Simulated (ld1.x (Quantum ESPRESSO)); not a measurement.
Transferability test, TM potential for tin (Sn)

ld1.x (Quantum ESPRESSO) 7.5 input, shortened:

```
&input
   title='Sn', zed=50., rel=1, dft='PBE', iswitch=3,
   config='[Kr] 4d10 5s1 5p3'
 /
 &inputp
   pseudotype=2, tm=.true., lloc=-1, rcloc=1.85,
   nlcc=.true.
 /
2
5S  1  0   1.00   0.00  1.70  1.70  0.0
5P  2  1   3.00   0.00  2.35  2.35  0.0
 &test
   configts(1)='5s1 5p3'
 /
```

Energies are relative to the spin-unpolarised reference configuration 5s1 5p3; without spin polarisation the order of configurations can differ from experiment. Not all tests gave a result: 1 of 7 tests not solved or not reliable. Left out of the table: 5s1 5p0 (solver errors, printed error +9.3 eV). The frozen-core shift is the all-electron ΔE with the core orbitals held at their reference shape minus the fully relaxed ΔE.

```json
{"valence configuration": "5s2 5p1", "charge": "+1", "ΔE all-electron (eV)": "-0.104", "error AE − PS (meV)": "-12", "frozen-core shift (meV)": "+5.2"}
{"valence configuration": "5s2 5p0", "charge": "+2", "ΔE all-electron (eV)": "13.849", "error AE − PS (meV)": "-44", "frozen-core shift (meV)": "+31"}
{"valence configuration": "5s0 5p4", "charge": "0", "ΔE all-electron (eV)": "7.208", "error AE − PS (meV)": "-16", "frozen-core shift (meV)": "+15"}
{"valence configuration": "5s1 5p2", "charge": "+1", "ΔE all-electron (eV)": "7.546", "error AE − PS (meV)": "-7.6", "frozen-core shift (meV)": "+9.7"}
{"valence configuration": "5s2 5p2.3", "charge": "-0.3", "ΔE all-electron (eV)": "-7.827", "error AE − PS (meV)": "-31", "frozen-core shift (meV)": "+17"}
```

What are ΔE and the potential's error for 5s2 5p2?

ΔE = -6.978 eV all-electron; the error (AE − PS) is -27 meV.

Note: ghost states, extra bound levels that the all-electron valence spectrum of the same l lacks: s at -17.8 eV, d at -1.29 eV. A true bound ghost makes a file unfit for plane-wave use.
